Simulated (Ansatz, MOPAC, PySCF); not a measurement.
Pair of molecules: NH3 (SMILES N) (first 4 atoms) with C2H3F (SMILES C=CF); geometry from B3LYP-D3(BJ)/def2-TZVP, rigid monomers moved along the line of their centres of mass till H2···F7 is 3.32 Å.
(charge 0, multiplicity 1):
```xyz
10

N     -0.0276    -0.0953     0.6433
H      0.6550     0.2467     1.3112
H      0.4178    -0.8251     0.0988
H     -0.2428     0.6662     0.0100
C     -0.9667    -0.2895     4.8571
C      0.1350     0.2273     5.3588
F      1.1576     0.6439     4.5692
H     -1.1028    -0.4040     3.7886
H     -1.7474    -0.6038     5.5348
H      0.3627     0.3815     6.4050
```

Counterpoise-corrected where a basis set is named; no monomer relaxation. Rows marked so take none.

Rows in 3-21G carry no dispersion term and start afresh at each structure. The state that PM3 reach isn't checked.

Run with Ansatz (Gaussian orbitals); MOPAC for PM3 (differences of heats of formation); PySCF for 3-21G rows. 

**Question.** Give the interaction energy at the level PM3.

**Answer.** -0.5 kcal/mol

**Question.** Give the interaction energy at the level PBE0/def2-TZVPPD.

**Answer.** -1.2 kcal/mol

**Question.** Estimate the interaction energy that HF/3-21G (no counterpoise) returns for this input.

**Answer.** -2.0 kcal/mol

Ansatz is a program for electronic structure.
